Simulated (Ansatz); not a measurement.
Geometry optimisation of the cluster ReSe₂⁺.

```yaml
crystal:
  periodic: [false, false, false]
  atoms:
    - {symbol: Re, position_ang: [-1.238920, -0.329130, -0.410390]}
    - {symbol: Se, position_ang: [0.195500, 1.070050, 0.757430]}
    - {symbol: Se, position_ang: [1.043420, -0.740910, -0.347040]}
basis:
  gaussian: {orbitals: def2-TZVP}
total_charge: 1
hamiltonian: {xc: r2scan, dispersion: d4}
scf: {lower_state_search: "off"}
output: {orbitals: {seedname: orbitals}}
relax: {f_tol: 0.02, max_steps: 100}
```

```sh
$ ansatz run in.yaml --threads 4 --pin off --events-out ev --progress --plain --max-ram 3916MiB
```

Shortened log:

```
Functional definition: r2SCAN
  name "r2SCAN"
  cite "Furness, Kaplan, Ning, Perdew & Sun, J. Phys. Chem. Lett. 11, 8208 (2020) doi:10.1021/acs.jpclett.0c02405"
  cite "Furness, Kaplan, Ning, Perdew & Sun, J. Phys. Chem. Lett. 11, 9248 (2020) doi:10.1021/acs.jpclett.0c03077"
  parent r2scan
  parameter k0 = 0.174
  parameter k1 = 0.065
  parameter a1 = 4.9479
  exchange = r2scan_x(k0 = k0, k1 = k1, a1 = a1)
  correlation = r2scan_c
these checks for a lower state are left out or cut short: stability, starts, cluster_reference, orbital_swaps, neighbouring_geometries, increment
mean field -132820.77143081 eV, -4881.0733209299 hartree, gradient 2.1e-6 eV, S^2 0.000000; 0 other end points of the search recorded, 0 dependent functions left out
the calculation of the forces begins
relax step   1: F+E_penalty+E_count = -132820.79375936 eV  Δ(F+E_penalty+E_count) = +0.000e0 eV  max|allowed force component| = 9.742e-1 eV/Å  Δτ_max = 0.0000 Å  (36 SCF iters, accepted)
these checks for a lower state are left out or cut short: stability, starts, cluster_reference, orbital_swaps, neighbouring_geometries, increment
mean field -132820.81221259 eV, -4881.0748196326 hartree, gradient 1.6e-6 eV, S^2 0.000000; 0 other end points of the search recorded, 0 dependent functions left out
the calculation of the forces begins
relax step   2: F+E_penalty+E_count = -132820.83453681 eV  Δ(F+E_penalty+E_count) = -4.078e-2 eV  max|allowed force component| = 5.796e-1 eV/Å  Δτ_max = 0.0473 Å  (29 SCF iters, accepted)
these checks for a lower state are left out or cut short: stability, starts, cluster_reference, orbital_swaps, neighbouring_geometries, increment
mean field -132820.81848415 eV, -4881.0750501080 hartree, gradient 2.0e-6 eV, S^2 0.000000; 0 other end points of the search recorded, 0 dependent functions left out
the calculation of the forces begins
relax step   3: F+E_penalty+E_count = -132820.84080868 eV  Δ(F+E_penalty+E_count) = -6.272e-3 eV  max|allowed force component| = 2.415e-2 eV/Å  Δτ_max = 0.0137 Å  (23 SCF iters, accepted)
these checks for a lower state are left out or cut short: stability, starts, cluster_reference, orbital_swaps, neighbouring_geometries, increment
mean field -132820.81850866 eV, -4881.0750510089 hartree, gradient 1.5e-6 eV, S^2 0.000000; 0 other end points of the search recorded, 0 dependent functions left out
the calculation of the forces begins
relax step   4: F+E_penalty+E_count = -132820.84083306 eV  Δ(F+E_penalty+E_count) = -2.438e-5 eV  max|allowed force component| = 2.826e-3 eV/Å  Δτ_max = 0.0007 Å  (26 SCF iters, accepted)
Total energy: -132820.84084464 eV, -4881.0758718412 hartree
Atom 0 at    -1.208054    -0.321113    -0.400290 Å, force    -0.000799    -0.000733    -0.000619 eV/Å
Atom 1 at     0.168928     1.090229     0.767160 Å, force    -0.000244     0.002826     0.001886 eV/Å
Atom 2 at     1.039126    -0.769107    -0.366870 Å, force     0.001043    -0.002093    -0.001267 eV/Å
Dipole moment:    -0.302317    -0.080330    -0.100153 e Å
Checks for a lower state left out: stability, starts, cluster_reference, orbital_swaps, neighbouring_geometries, increment
```

Hardware: 4 threads of Arm Neoverse V2 on a shared host. Wall time 8.5 s.

In the def2 sets Re takes a core potential; there is no spin–orbit coupling. The restricted singlet is unstable towards broken spin symmetry in Hartree–Fock (as tested in another run); at r2SCAN-D4/def2-TZVP this wasn't settled. Another isomer (triplet) lies 1.90 eV lower at PBE0-D4/def2-TZVP; other spin states weren't run for this one.
